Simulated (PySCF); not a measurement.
Q: Give a GFN2-xTB geometry of TMS-CHClF (`C[Si](C)(C)[C@H](F)Cl`).

A: 
```
atom  x, y, z in Å
C1    -0.930   -1.106   -1.256
Si2    0.095   -0.068   -0.039
C3     1.280    1.137   -0.909
C4     0.976   -1.137    1.267
C5    -1.170    1.035    0.952
F6    -2.067    0.251    1.624
Cl7   -2.090    2.083   -0.162
H8    -1.683   -1.687   -0.732
H9    -1.444   -0.475   -1.976
H10   -0.303   -1.797   -1.811
H11    1.852    1.725   -0.197
H12    1.987    0.601   -1.534
H13    0.737    1.830   -1.545
H14    0.265   -1.720    1.844
H15    1.668   -1.830    0.801
H16    1.545   -0.527    1.964
H17   -0.726    1.698    1.700
```

Orientation and origin are arbitrary. Atoms count from 1 in this order. Si2 (four-coordinate silicon) is distorted tetrahedral (angles from 105.6° to 112.9°). The 4 C–Si bonds span 1.900 Å (C1–Si2, drawn single) to 1.950 Å (Si2–C5, drawn single), a spread of 0.050 Å.

Bonds between heavy atoms (Å): C1–Si2 1.900, Si2–C3 1.901, Si2–C4 1.904, Si2–C5 1.950, C5–F6 1.368, C5–Cl7 1.784.

Structure optimised with GFN2-xTB, isolated species.

Point group: C1 (no symmetry element, even within 0.4 Å). No frequency check.

All values are computed, not measured.
